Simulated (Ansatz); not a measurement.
Gas-phase electronic energies from Ansatz, PBE0-D4/def2-TZVP geometries. CCSD(T)/CBS is the MP2 limit (def2-TZVPP, def2-QZVPP) plus CCSD(T) − MP2 in def2-TZVPP, frozen cores. This one scheme is used for every species. Functionals use def2-TZVPP. Each species was taken in one conformer, which may not be the lowest.

Reaction (ligand exchange at the Si–O bond): `F[SiH]([SiH3])OC=S` + H–F → `F[SiH](F)[SiH3]` + `OC=S`

CCSD(T)/CBS gives -0.52 eV.

Question: Another level gave -0.66 eV. Which?
A. CCSD(T)/def2-TZVPP
B. BLYP/def2-TZVPP
C. BHLYP/def2-TZVPP
D. ωB97M-V/def2-TZVPP

Answer: C. BHLYP -0.66, ωB97M-V -0.59, CCSD(T)/def2-TZVPP -0.52, BLYP -0.70 eV.

Question: What do rigid-rotor, harmonic-oscillator terms from PBE0-D4/def2-TZVP frequencies (298.15 K, 1 bar) make of the CCSD(T)/CBS value? (Estimate.)

Answer: The calculation gave: ΔZPE = +0.09 eV, ΔH = -0.48 eV, ΔS = 11 J/(mol·K), ΔG = -0.51 eV. Modes under 50 cm⁻¹ make the entropy rough.

Largest T1 diagnostic among the species: 0.018.

The D4 term adds +0.12 eV with B3LYP and +0.07 eV with PBE0; it sums over pairs of atoms, weighted by their polarisabilities, and B3LYP, whose exchange is more repulsive, gets the larger term. In def2-TZVPP, CCSD(T) changes the Hartree–Fock value by +0.17 eV (the triples alone add +0.03 eV) and MP2 by +0.20 eV.

B3LYP here is the variant with VWN-RPA as its local correlation; programs differ in this.
